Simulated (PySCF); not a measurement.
A GIAO shielding run with PySCF (density fitting, non-relativistic, gas phase) on `C1[C@]2(C#N)CCC[C@H]1C2`, C$_{8}$H$_{11}$N:

```
$ OMP_NUM_THREADS=1 python probes_run.py task.json out

{"job": {"kind": "nmr", "xc": "PBE0", "basis": "pcSseg-1"}, "charge": 0, "multiplicity": 1}
N      3.600227     0.550881     0.118163
C      2.470701     0.366089     0.096026
C      1.061350     0.110431     0.055374
C      0.226894     1.337332     0.446005
C     -1.227068     1.156792    -0.011566
C     -1.681473    -0.309724     0.032887
C     -0.512922    -1.241905    -0.280818
C      0.534466    -1.114395     0.834251
C      0.490915    -0.553835    -1.219346
H      0.278466     1.459323     1.530744
H      0.644199     2.239778    -0.007043
H     -1.884783     1.771387     0.604424
H     -1.321039     1.522731    -1.035102
H     -2.490387    -0.457279    -0.685341
H     -2.072659    -0.559471     1.021990
H     -0.851455    -2.244299    -0.542762
H      1.247956    -1.936618     0.844405
H      0.173501    -0.927401     1.843964
H      0.109619     0.100521    -1.998236
H      1.198343    -1.259660    -1.651053
```

Hardware: 1 thread of an Arm Neoverse V2, shared host. The job also computes population analyses, field gradients, ring-centre shieldings.

Problem. How large is the calculation?

Solution. 66 electrons, 208 basis functions and 1066 auxiliary functions.

Problem. How long does it take, and how much memory does it need?

Solution. 33 s of wall time, with 14 SCF cycles and 5 response iterations; peak memory 0.94 GiB. Times on a shared host scatter by some tens of per cent.
